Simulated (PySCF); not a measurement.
Sb₂, SMILES [Sb]#[Sb].

Geometry optimised at B3LYP-D3(BJ)/def2-TZVP. The def2 effective core potentials stand for the cores of Sb; spin–orbit coupling is left out.

Two levels are set side by side: TDDFT-PBE/def2-TZVPD (PySCF) and TDDFT-CAM-B3LYP/def2-TZVPD (PySCF). Vertical, same geometry. The lowest singlet is HOMO→LUMO+1 50 %, HOMO−1→LUMO 50 % with PBE and HOMO−1→LUMO 51 %, HOMO→LUMO+1 51 % with the other functional; states are paired by order. Differences are taken from unrounded values.

```json
[
 {"quantity": "lowest singlet excitation (eV)", "TDDFT-CAM-B3LYP": "1.80", "TDDFT-PBE": "2.31", "TDDFT-PBE minus TDDFT-CAM-B3LYP": "0.51"},
 {"quantity": "lowest triplet excitation (TDA) (eV)", "TDDFT-CAM-B3LYP": "1.25", "TDDFT-PBE": "1.53", "TDDFT-PBE minus TDDFT-CAM-B3LYP": "0.28"},
 {"quantity": "first bright state (f over 0.05) (eV)", "TDDFT-CAM-B3LYP": "4.09", "TDDFT-PBE": "4.12", "TDDFT-PBE minus TDDFT-CAM-B3LYP": "0.03"},
 {"quantity": "its oscillator strength", "TDDFT-CAM-B3LYP": "0.16", "TDDFT-PBE": "0.13", "TDDFT-PBE minus TDDFT-CAM-B3LYP": "-0.03"}
]
```

Rough cost on one machine, each run with all the roots and properties that it gave: TDDFT-CAM-B3LYP against TDDFT-PBE about 5 times.
